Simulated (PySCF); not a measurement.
# Cu⁻ (copper, charge -1) across methods

[Ar] 3d10 4s2, closed-shell 1S. Calculation: PySCF 2.14, in aug-cc-pVDZ-DK; scalar relativity by spin-free X2C-1e.

| method | E (hartree) | mean ε 3p (eV) | mean ε 3d (eV) | mean ε 4s (eV) | Σ⟨r²⟩ (bohr²) | ⟨S²⟩ |
| --- | --- | --- | --- | --- | --- | --- |
| PBE0 | -1654.565 | -70.657 | -0.681 | 0.472 | 58.81 | 0.000 |
| BHandHLYP | -1654.736 | -75.618 | -2.855 | 0.025 | 60.65 | 0.000 |
| wB97X | -1654.865 | -72.394 | -3.163 | -1.279 | 57.64 | 0.000 |
| TPSSh | -1654.806 | -68.177 | 0.692 | 0.826 | 57.58 | 0.000 |
| PBE | -1654.596 | -65.638 | 1.429 | 0.989 | 57.72 | 0.000 |
| LDA | -1651.968 | -65.345 | 1.287 | 0.869 | 56.27 | 0.000 |
| BP86 | -1655.120 | -65.720 | 1.315 | 0.855 | 56.71 | 0.000 |
| r2SCAN | -1654.788 | -67.897 | 1.390 | 0.853 | 56.25 | 0.000 |

Question: Estimate the same row for UHF.

Answer: E (hartree) = -1653.14908; mean ε 3p (eV) = -85.905; mean ε 3d (eV) = -7.455; mean ε 4s (eV) = -0.560; Σ⟨r²⟩ (bohr²) = 70.12; ⟨S²⟩ = 0.000.

The highest occupied level is positive at PBE0, BHandHLYP, TPSSh, PBE, LDA, BP86, r2SCAN: only the finite basis holds that electron, which in a density functional comes from self-interaction.
